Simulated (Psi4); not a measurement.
A dimer, H2 ··· H6B3N3 (SMILES [H][H] and B1NBNBN1); the first 2 atoms form monomer A.

```
14

H      0.3719     0.0000     0.0000
H     -0.3719     0.0000     0.0000
B      0.4871    -3.4366    -1.0310
N     -0.2196    -2.9879    -2.1874
B      0.2914    -1.9895    -3.0706
N      1.5687    -1.4355    -2.7549
B      2.3294    -1.8376    -1.6158
N      1.7588    -2.8404    -0.7751
H      0.0352    -4.2725    -0.3106
H     -1.1187    -3.3936    -2.3889
H     -0.3216    -1.6340    -4.0297
H      1.9502    -0.7297    -3.3631
H      3.3944    -1.3571    -1.3771
H      2.2763    -3.1405     0.0347
```

What interaction energy does SAPT0/jun-cc-pVDZ, frozen core run with Psi4 give, and which attractive term is the largest?

Total -0.07 kcal/mol: electrostatics -0.18, exchange 0.90, induction -0.07, dispersion -0.72. The most attractive term is dispersion.
